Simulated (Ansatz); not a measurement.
CH2AlNSe. The species carries charge 0 and has multiplicity 1. The bonds changed during the relaxation, so this is another structure than the one it started from.

```tsv
atom	x (Å)	y (Å)	z (Å)
N1	-0.777	-1.234	-0.999
C2	-0.112	-0.399	-0.552
Al3	0.813	1.043	0.588
Se4	-0.463	0.851	2.327
H5	-1.474	-1.935	-1.151
H6	2.013	1.674	-0.214
```

Q: What are the harmonic wavenumbers in cm⁻¹ at PBE0-D4/def2-TZVP (Ansatz, finite differences of forces, unscaled)? (Estimate.)

A: Ansatz gave: 74, 240, 309, 380, 422, 428, 496, 539, 603, 1963, 2180, 3791.

Q: Is this a minimum?

A: Yes, all 12 modes are real.

Q: Give the ideal-gas thermochemistry at 298.15 K and 1 bar (rigid rotor, harmonic oscillator; point group Cs, symmetry number 1).

A: Zero-point energy 68.3 kJ/mol; H(298) − E = 86.6 kJ/mol; entropy 332.6 J/(mol·K), of which translation 169.9, rotation 113.8, vibration 48.9; G(298) − E = -12.6 kJ/mol. Modes under 100 cm⁻¹ are hindered rotations or soft bends, so the harmonic entropy is rough.

Q: And at 400, 500, 600, 800 and 1000 K?

A: 
```tsv
T (K)	H − E (kJ/mol)	S (J/mol/K)	G − E (kJ/mol)
400	96.1	359.8	-47.9
500	106.0	382.0	-85.0
600	116.3	400.8	-124.2
800	138.0	431.9	-207.6
1000	160.6	457.2	-296.5
```
